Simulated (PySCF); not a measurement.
C3H7AlSi.
Atom-mapped SMILES: `[CH:1]#[C:2][AlH:3][CH2:4][SiH3:5]` (hydrogens: H6 on C1; H7 on Al3; H8, H9 on C4; H10, H11, H12 on Si5)

A GFN2-xTB structure with every atom displaced at random (by about 0.01 Å) was refined with PBE0-D3(BJ)/def2-SVP geometry optimisation, gas phase (PySCF). Values at the start:

```
coordinate    start
     C1≡C2  1.240 Å
     C1–H6  1.023 Å
    C2–Al3  1.953 Å
    Al3–C4  1.941 Å
    Al3–H7  1.571 Å
    C4–Si5  1.907 Å
     C4–H8  1.103 Å
   Si5–H10  1.456 Å
 C1–C2–Al3   176.8°
 C2–Al3–C4   129.7°
Al3–C4–Si5   113.3°
```

Problem. How do these coordinates change at the PBE0-D3(BJ)/def2-SVP level?

Solution. 
```tsv
coordinate	PBE0-D3(BJ)/def2-SVP (Å or °)	change
C1–H6	1.076	+0.053
Si5–H10	1.497	+0.041
C2–Al3	1.916	-0.037
C4–Si5	1.878	-0.029
C1≡C2	1.222	-0.018
Al3–H7	1.584	+0.013
Al3–C4	1.946	+0.005
C4–H8	1.104	+0.001
C2–Al3–C4	118.7	-11.0
C1–C2–Al3	179.4	+2.6
Al3–C4–Si5	115.4	+2.1
```

The energy falls by 0.231 eV over 24 energy and gradient evaluations, the largest force component goes from 0.0660 to 4.4e-04 Eh/bohr, and the atoms move by 1.041 Å rms after alignment. The bond that changes most is C1–H6 (terminal alkyne carbon to alkyne hydrogen), which lengthens by 0.053 Å. Bonds longer at the end by more than 0.005 Å: 7 of 11; shorter: 3. Among the dihedrals that turn most is C2–Al3–C4–H8, from 77° to 153°. Rotational constants go from 16627, 996.8, 965.4 to 6146, 1324, 1173 MHz.

The run used 113 basis functions and 169 SCF cycles in all. Hardware: one thread, Arm Neoverse N1 (aarch64), shared host with 64 logical CPUs at a one-minute load of 39. Cost: 2.6 min wall, 0.48 GiB resident at most.

Not checked by PBE0-D3(BJ)/def2-SVP frequencies. The numbers are those of one conformer.
